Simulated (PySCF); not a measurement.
# Diatomic anions of N with group 14

HF with triple-zeta basis sets in PySCF, for the lowest determinant that a PBE0 search found; no spin–orbit coupling. De refers to high-spin ground-configuration atoms (the charge goes to the atom of lower measured ionisation energy or higher electron affinity, which is not always the lowest computed limit). A positive dipole points towards N; it is taken about the centre of mass and depends on that origin.

```
 M        basis  reference  charged atom  state (unpaired electrons)  Re (Å)  ωe (cm⁻¹)  De (eV)  μ (D)
 C  def2-TZVPPD        RHF            C−      singlet (closed shell)   1.151       2332      n/a   0.47
Si  def2-TZVPPD        RHF           Si−      singlet (closed shell)   1.549       1339      n/a  -3.17
Ge  def2-TZVPPD        RHF           Ge−      singlet (closed shell)   1.641       1126      n/a  -4.56
Sn  def2-TZVPPD        RHF           Sn−      singlet (closed shell)   1.837        952      n/a  -5.58
```

The shortest bond is that of CN⁻ (1.151 Å), the longest that of SnN⁻ (1.837 Å).

Down a group the atoms grow and get heavier, so bonds lengthen and wavenumbers fall; this series shows no clear exception.

These are scalar-relativistic numbers at best; spin–orbit coupling would shift them, the dissociation energy most. Hartree–Fock leaves out correlation, which carries a large part of most bond energies and some tenths to 1 eV of ionisation energies.
